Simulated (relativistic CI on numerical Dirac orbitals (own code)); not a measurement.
## Mo⁴⁺: resonant inelastic scattering at the L2,3 edge

Computed with this model: Dirac-Coulomb-Breit CI, KLI orbitals optimised for each configuration, model QED, Kramers-Heisenberg scattering through one core-hole configuration in a parametric crystal field, unscaled Slater integrals; configurations [Kr] 4d2 → [He] 2s2 2p5 3s2 3p6 3d10 4s2 4p6 4d3; 300 K; core-hole width 1.6 eV; summed over polarisations. Incident energies are the highest absorption maxima for each field (at most a few, so the weaker spin-orbit partner edge can be absent), on the computed scale of the free ion. Intensities are in per cent of the strongest line above 0.02 eV; levels within 1 cm⁻¹ are merged; final levels count from the ground level, the first row holds all elastic scattering, lines under 0.4 are left out and each table stops after 24 rows. The scale of the Slater integrals is a model choice and moves the terms in proportion.

Field parameters in Wybourne normalisation: D3d B²₀ = −7Dσ, B⁴₀ = −14Dq − 21Dτ, B⁴₃ = −14√(10/7) Dq; Oh B⁴₀ = 21Dq, B⁴₄ = √(5/14) B⁴₀. The field is a parameter set, without covalency.

S is read from ⟨S²⟩ = S(S + 1).

Oh, 10Dq = 25450 cm⁻¹:

```csv
Final level (eV),Degeneracy,Irrep,S,2528.8 eV,2530.1 eV,2633.4 eV
0.000,2,E,1.00,1405.1,1737.8,295.8
0.006,3,T2,1.00,7.6,6.8,14.3
0.148,3,T1,1.00,59.7,55.0,17.0
0.215,1,A1,1.00,25.7,19.0,19.4
1.636,3,T2,0.03,27.4,26.2,46.5
1.669,2,E,0.01,16.7,11.3,13.9
2.963,1,A2,1.00,40.2,24.8,9.7
2.998,3,T2,0.99,100.0,65.5,25.0
3.044,3,T1,1.00,39.2,34.1,29.0
3.048,2,E,1.00,33.7,58.1,24.5
3.532,1,A1,0.04,22.4,15.6,45.3
4.329,1,A1,0.99,5.7,13.6,10.1
4.359,3,T1,1.00,35.5,47.9,21.1
4.427,3,T2,0.97,45.6,91.0,15.0
4.444,2,E,1.00,31.5,69.0,3.0
4.796,3,T2,0.09,8.6,29.1,5.9
5.172,3,T1,0.00,5.3,19.1,5.0
6.188,3,T2,1.00,4.1,6.7,0.8
7.926,2,E,0.00,0.2,0.5,0.1
```

D3d, 10Dq = 42400, Dσ = 1190, Dτ = -180 cm⁻¹:

```tsv
Final level (eV)	Degeneracy	Irrep	S	2526.5 eV	2529.9 eV	2531.4 eV
0.000	2	E	1.00	1111.1	1039.7	1790.8
0.035	2	E	1.00	74.8	20.6	7.7
0.060	1	A1	1.00	53.0	39.6	18.3
0.121	1	A2	1.00	16.3	29.5	17.2
0.254	2	E	1.00	34.1	49.3	40.7
0.284	1	A1	1.00	8.3	17.1	12.4
1.477	1	A1	0.01	35.1	4.8	11.8
1.600	2	E	0.01	42.4	6.4	11.2
1.830	2	E	0.01	47.1	2.1	6.2
3.744	1	A1	0.01	7.2	8.5	5.5
4.964	1	A2	1.00	4.4	60.8	42.8
4.975	1	A1	1.00	4.8	51.5	32.0
4.986	2	E	1.00	5.6	71.8	74.1
5.008	2	E	1.00	4.4	56.2	53.5
5.158	2	E	1.00	4.7	59.7	32.0
5.161	1	A2	1.00	1.1	17.9	12.5
6.295	1	A1	1.00	0.8	13.6	23.9
6.303	1	A2	1.00	0.8	14.8	20.4
6.338	2	E	1.00	1.5	19.7	38.0
6.372	2	E	0.98	2.2	36.3	82.4
6.562	2	E	0.97	2.6	43.9	100.0
6.563	1	A1	0.97	0.7	12.9	34.0
6.740	2	E	0.15	1.2	7.6	34.2
6.887	1	A1	0.08	0.5	1.7	9.9
```

For the first field the strongest loss at the lowest incident energy is the level at 3.00 eV (S = 0.99, against 1.00 in the thermal ground state). Levels of other spin, the first over 8 % at 1.64 eV, appear because spin-orbit coupling of the core hole, and in heavier ions of the valence shell too, mixes spins.
